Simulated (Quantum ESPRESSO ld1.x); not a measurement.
Species: neutral silicon. Configuration: [Ne] 3s2 3p2 (the NIST ground configuration).

Method: scalar-relativistic Kohn-Sham, PW86 exchange with PBE correlation, spin-unpolarised, spherical densities, point nucleus; computed with ld1.x of Quantum ESPRESSO 7.5.

Energy parts (eV):
total: -7893.1
kinetic: 7912.7
electron-nucleus: -18834.1
Hartree: 3596.5
exchange-correlation: -568.2

Orbitals (lengths in bohr, moments of r in powers of bohr; <r^-3> diverges for s and p1/2):
orbital	occ.	eigenvalue (eV)	<r>	<r^-3>
1s	2	-1787.45	0.1112	-
2s	2	-139.508	0.5681	-
2p	6	-95.4522	0.5383	48.23
3s	2	-10.8619	2.157	-
3p	2	-4.0960	2.799	2.418

The highest occupied level is 3p at -4.096 eV. For comparison, the ionisation energy in NIST's Atomic Spectra Database is 8.152 eV (measured). In exact Kohn-Sham theory the highest level is minus the ionisation energy, but local and semilocal functionals leave it too shallow, through self-interaction and a potential that decays too fast; potentials with the right tail come closer. Summed over all electrons, <r^2> = 32.75 bohr^2, which gives a Langevin (diamagnetic) susceptibility term of -25.9 x 10^-6 cm^3/mol.

Beside tabulated values, note that spin-unpolarised runs miss the spin-polarisation part of the exchange energy of open shells.
